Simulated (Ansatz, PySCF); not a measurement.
Species: sum formula BNHF2, net charge 0, doublet state. It need not be the lowest isomer of its formula. SMILES: [NH]B(F)F
Coordinates optimised at B3LYP-D3(BJ)/def2-TZVP (Ansatz, a quantum-chemistry and plane-wave program):
```
B
F 1 1.3263
F 1 1.3263 2 118.11
N 1 1.4284 2 120.82 3 -174.27
H 4 1.0165 1 121.13 2 -92.94
```
Charge 0, spin multiplicity 2.

Quantity: atomisation energy (electronic, to ground-state atoms), in eV. Valence correlation only, unless marked. UHF or UKS for open shells. No spin-orbit coupling. Non-relativistic. The coupled-cluster limit lacks core correlation, which all-electron functionals hold. CBS marks a two-point X^-3 extrapolation of the correlation energy; Hartree-Fock from the larger set. [CCSD(T)-MP2]/basis is that difference in the basis named.

```json
[
 {"level": "BLYP-D3(BJ)/def2-TZVPD", "program": "Ansatz + dftd3", "atomisation energy (eV)": "21.71"},
 {"level": "BP86-D3(BJ)/def2-TZVPD", "program": "PySCF + dftd3", "atomisation energy (eV)": "22.19"},
 {"level": "BHLYP-D4/def2-TZVPD", "program": "Ansatz + dftd4", "atomisation energy (eV)": "[?]"},
 {"level": "TPSSh-D3(BJ)/def2-TZVPD", "program": "PySCF + dftd3", "atomisation energy (eV)": "21.22"},
 {"level": "CAM-B3LYP/def2-TZVPD", "program": "Ansatz", "atomisation energy (eV)": "[?]"},
 {"level": "SCS-MP2/STO-3G", "program": "Ansatz", "atomisation energy (eV)": "17.44"},
 {"level": "RI-MP2/CBS(aug-cc-pVTZ,aug-cc-pVQZ)+[CCSD(T)-MP2]/aug-cc-pVTZ", "program": "Ansatz", "atomisation energy (eV)": "21.31"}
]
```

Task: What belongs in the gaps?

Result: 
- BHLYP-D4/def2-TZVPD, atomisation energy (eV): 20.55
- CAM-B3LYP/def2-TZVPD, atomisation energy (eV): 21.65
